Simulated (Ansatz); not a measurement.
ethylmethylamine (SMILES CCNC) moved off its minimum; all values from Ansatz (an electronic-structure program), cores frozen in correlated methods.
(charge 0, multiplicity 1)
```xyz
13

C     -1.9286    -0.1120     0.2309
C     -0.4862    -0.5489    -0.1909
N      0.4565     0.5668     0.1539
C      1.8956     0.2201    -0.1925
H     -2.1770     0.7214    -0.1846
H     -2.5286    -0.8412    -0.0541
H     -1.8905     0.0251     1.3485
H     -0.1050    -1.4999     0.3398
H     -0.5554    -0.6402    -1.1202
H      0.3852     0.7503     1.0914
H      2.5626     0.9434     0.0860
H      1.9189     0.0279    -1.3368
H      2.1451    -0.8315     0.2641
```

Forces at HF/def2-TZVPP (eV/Å):

```tsv
atom	Fx	Fy	Fz
C1	5.829	-2.558	5.214
C2	0.908	1.923	9.145
N3	1.405	-1.563	-3.267
C4	-3.757	-4.463	-1.741
H5	-1.320	5.142	-2.607
H6	-3.148	-3.240	-0.781
H7	-0.689	-0.252	-1.248
H8	-1.136	1.255	-1.114
H9	0.363	-1.197	-7.948
H10	-0.076	0.391	2.155
H11	1.447	1.661	0.683
H12	0.198	0.696	2.170
H13	-0.025	2.204	-0.662
```

Problem. Give the forces (eV/Å), the total energy and the dipole at CCSD(T)/cc-pVTZ.

Solution. 
| atom | Fx | Fy | Fz |
|---|---|---|---|
| C1 | 5.652 | -2.416 | 5.079 |
| C2 | 0.887 | 1.597 | 9.052 |
| N3 | 1.057 | -0.964 | -3.818 |
| C4 | -3.449 | -4.319 | -1.595 |
| H5 | -1.337 | 5.310 | -2.684 |
| H6 | -3.192 | -3.414 | -0.881 |
| H7 | -0.562 | -0.218 | -0.960 |
| H8 | -0.946 | 0.935 | -0.902 |
| H9 | 0.255 | -1.144 | -8.143 |
| H10 | -0.132 | 0.431 | 2.859 |
| H11 | 1.618 | 1.860 | 0.751 |
| H12 | 0.139 | 0.578 | 1.793 |
| H13 | 0.011 | 1.764 | -0.550 |
Energy -174.1051 hartree, dipole 0.78 D.
